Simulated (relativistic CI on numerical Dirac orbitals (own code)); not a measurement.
W¹¹⁺: q coefficients and field-shift factors

These numbers are calculated, not measured: Dirac-Coulomb-Breit CI, orbitals from a KLI potential per configuration, derivatives by finite differences, unscaled Slater integrals, QED left out (own radial code, finite nucleus).

Configurations in the expansion (outside the closed core [Kr] 4d10): 4f¹³5s²5p², 4f¹²5s²5p³, 4f¹⁴5s²5p, 4f¹³5s5p³, 4f¹⁴5s5p², 4f¹³5s²5p5d, 4f¹³5p⁴, 4f¹²5p⁵, 4f¹³5s²5d², 4f¹⁴5s5d². Double excitations out of closed p, d and f shells are left out; levels of such configurations are missing from the list, as are those of other unlisted configurations, and high levels can miss mixing partners.

With x = (α/α₀)² − 1 an excitation energy changes as ω = ω₀ + qx; K = 2q/ω₀ is the relative enhancement. Terms are leading LS components, so labels can repeat. The field-shift factor is F = δν/δ⟨r²⟩ for the transition from the lowest level.

Lowest level 4f¹³5s²5p² ²F°7/2.

| Level | ω₀ (cm⁻¹) | q (cm⁻¹) | K | F (GHz/fm²) |
| --- | --- | --- | --- | --- |
| 4f¹⁴5s²5p ²P°1/2 | 16127.0 | 207700 | 25.8 | -36.8 |
| 4f¹³5s²5p² ²F°5/2 | 20613.9 | 16810 | 1.63 | 0.759 |
| 4f¹³5s²5p² ⁴F°9/2 | 86358.1 | 123800 | 2.87 | -16.4 |
| 4f¹³5s²5p² ²F°5/2 | 93519.5 | 127500 | 2.73 | -16.8 |
| 4f¹³5s²5p² ²P°3/2 | 95903.1 | 151900 | 3.17 | -20.4 |
| 4f¹³5s²5p² ²G°7/2 | 99209.4 | 120700 | 2.43 | -15.7 |
| 4f¹³5s²5p² ⁴F°3/2 | 99921.5 | 155300 | 3.11 | -19.3 |
| 4f¹³5s²5p² ²H°11/2 | 102141.3 | 99570 | 1.95 | -11.6 |
| 4f¹³5s²5p² ²D°5/2 | 104732.0 | 104500 | 2 | -12.4 |
| 4f¹³5s²5p² ²G°9/2 | 107082.2 | 50540 | 0.944 | -1.82 |
| 4f¹³5s²5p² ²F°7/2 | 107766.8 | 92280 | 1.71 | -9.98 |
| 4f¹²5s²5p³ ⁴I°15/2 | 110286.8 | -95660 | -1.73 | 27.1 |
| 4f¹³5s²5p² ⁴G°7/2 | 113640.3 | 140900 | 2.48 | -15.9 |

At this charge transitions that keep the count of f electrons are usually good to a few per cent. Levels and lines within the n = 5 or 6 shells can be off by up to 10 % or somewhat more, and those that change n by about 2 %, since core polarisation is missing. Levels that differ in their count of f electrons can be misplaced by several ten thousand cm⁻¹, since the correlation energy of f electrons is missing or only estimated; rates across such gaps can be off by orders of magnitude.
